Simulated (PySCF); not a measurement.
This PySCF input asks for the NMR shieldings of SMILES [B@@H-](CC)([NH3+])C[SiH2]C, C$_{4}$H$_{16}$BNSi; the geometry comes from GFN2-xTB.

```python
import basis_set_exchange as bse
import numpy as np
from pyscf import gto, dft
from pyscf.prop import nmr

atoms = """
C    -2.345479   -1.715965   -0.937221
C    -2.156085   -0.386596   -0.207370
B    -0.605786   -0.088972    0.210090
N    -0.678023    1.327532    1.060103
C     0.361254    0.222601   -1.069081
Si    2.096713    0.891485   -0.723601
C     3.054634   -0.206799    0.493950
H    -1.970004   -2.534882   -0.327767
H    -3.395851   -1.905067   -1.159955
H    -1.795171   -1.714478   -1.874903
H    -2.551127    0.408107   -0.851085
H    -2.797027   -0.404293    0.682681
H    -0.159352   -0.893237    0.967814
H    -1.276593    1.214672    1.871070
H     0.261379    1.591908    1.337247
H    -1.060601    2.036202    0.443331
H    -0.137130    0.910002   -1.759953
H     0.480548   -0.703504   -1.634439
H     2.010469    2.246525   -0.103829
H     2.900776    1.054611   -1.945439
H     3.244552   -1.183805    0.060643
H     4.014705    0.227504    0.757650
H     2.498448   -0.366569    1.412830
"""
names = dict.fromkeys(["C", "B", "N", "Si", "H"], "pcSseg-1")
basis = {el: gto.basis.parse(bse.get_basis(n, elements=[el], fmt="nwchem")) for el, n in names.items()}
mol = gto.M(atom=atoms, basis=basis, charge=0, verbose=0)
mf = dft.RKS(mol, xc="PBE0")
mf.grids.level = 2
mf.grids.alignment = dft.numint.BLKSIZE   # the property module wants whole blocks of grid points
mf.conv_tol = 1e-9
mf.kernel()

calc = nmr.RKS(mf)   # GIAO
C = mf.mo_coeff
Co = C[:, mf.mo_occ > 0]
resp = mf.gen_response(singlet=True, hermi=2)
def vind(x):   # induced exchange potential for any number of trial vectors
    d = np.einsum("pi,xij,qj->xpq", C, 2 * x.reshape(-1, C.shape[1], Co.shape[1]), Co, optimize=True)
    return np.einsum("xpq,pi,qj->xij", resp(d - d.transpose(0, 2, 1)), C, Co, optimize=True).ravel()
mo1, _ = nmr.rhf.solve_mo1(calc, with_cphf=vind)
sigma = calc.kernel(mo1)
for i, s in enumerate(sigma):   # ppm
    print("%2d %-2s %9.2f" % (i, mol.atom_pure_symbol(i), np.trace(s) / 3))
```

Problem. What are the results?

Solution. 
```
 0 C     173.94
 1 C     163.16
 2 B     114.87
 3 N     211.31
 4 C     185.01
 5 Si    395.06
 6 C     194.13
 7 H      30.82
 8 H      30.50
 9 H      30.75
10 H      31.86
11 H      31.28
12 H      29.47
13 H      29.02
14 H      28.26
15 H      29.59
16 H      32.76
17 H      31.57
18 H      27.61
19 H      27.34
20 H      31.61
21 H      31.76
22 H      31.44
```

These numbers come from an equivalent density-fitted implementation of the same equations, which agrees with the script to about 0.01 ppm for H and up to a few tenths of a ppm for heavy atoms, so last digits may differ.

Size and cost of the density-fitted run: 206 basis functions, 35 s wall time on 1 thread of an Arm Neoverse V1, shared host; peak memory 0.94 GiB.
